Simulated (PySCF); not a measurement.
## Dipole moment and polarisability of `CC[C@@H](S)C[SiH2]O`

Compound: C4H12OSSi.
Structure used (GFN2-xTB), in Å, numbered top down from 1:
```
atom  x, y, z in Å
C1    -2.576    1.047   -0.106
C2    -1.657   -0.158   -0.259
C3    -0.176    0.211   -0.199
S4     0.220    0.940    1.444
C5     0.737   -0.967   -0.504
Si6    2.599   -0.540   -0.613
O7     3.197   -0.059    0.812
H8    -2.407    1.540    0.848
H9    -2.393    1.767   -0.901
H10   -3.617    0.737   -0.155
H11   -1.877   -0.892    0.521
H12   -1.846   -0.636   -1.224
H13    0.024    1.035   -0.890
H14   -0.011   -0.172    2.141
H15    0.572   -1.745    0.246
H16    0.417   -1.390   -1.458
H17    2.742    0.508   -1.627
H18    3.354   -1.751   -0.900
H19    2.690    0.533    1.371
```

Level: CAM-B3LYP/def2-SVPD (PySCF), static field, nuclei fixed, core orbitals frozen in the response. The polarisability tensor in these axes (au):

```
x   111.11  -5.46  -0.05
y    -5.46  89.02   5.82
z    -0.05   5.82  93.47
```

Task: Give the principal values, the mean and the anisotropy Δα = √{½[(α1 − α2)² + (α2 − α3)² + (α1 − α3)²]}.

Result: Principal values 84.24, 96.86 and 112.50 au; mean 97.86 au = 14.50 Å³ = 16.14 × 10⁻⁴⁰ C²·m²/J; Δα = 24.51 au (25 % of the mean).

Task: What is the dipole moment, and where does it point?

Result: (-2.49, -0.57, -0.78) D, 2.67 D in size, pointing from the negative to the positive side. Measured along this direction, the outermost atoms are O7 at the negative end and H10 at the positive end.

Task: Rayleigh depolarisation ratio (linearly polarised light, static tensor)?

Result: ρ = 3Δα²/(45ᾱ² + 4Δα²) = 1802.8/(430988 + 2403.7) = 0.00416.

Task: Find the Langevin capture rate constant for O2+ (31.990 u) meeting this molecule (136.038 u), k = 2.342 × 10⁻⁹ cm³/s × √(α in Å³ / reduced mass in u).

Result: The reduced mass is 25.90 u, so k = 1.75 × 10⁻⁹ cm³/s. The formula leaves out the permanent dipole, which adds to the capture rate.

Task: Directions of the eigenvectors, and the extent of the frame along each?

Result: Largest value along (0.97, -0.24, -0.08), where the nuclei span 7.40 Å; middle along (0.19, 0.49, 0.85), 3.79 Å; least along (0.17, 0.83, -0.53), 3.23 Å. The response follows the extents in order.

Task: What would n − 1 = 2πNα be for an ideal gas of these molecules at 350 K and 1 atm, electronic part alone?

Result: N = p/kT = 2.0968 × 10¹⁹ cm⁻³, so n − 1 = 2π × N × 14.50 × 10⁻²⁴ cm³ = 1911 × 10⁻⁶ at long wavelengths, for an ideal gas.

The structure is a single GFN2-xTB conformer in the gas phase; no vibrational or solvent corrections.
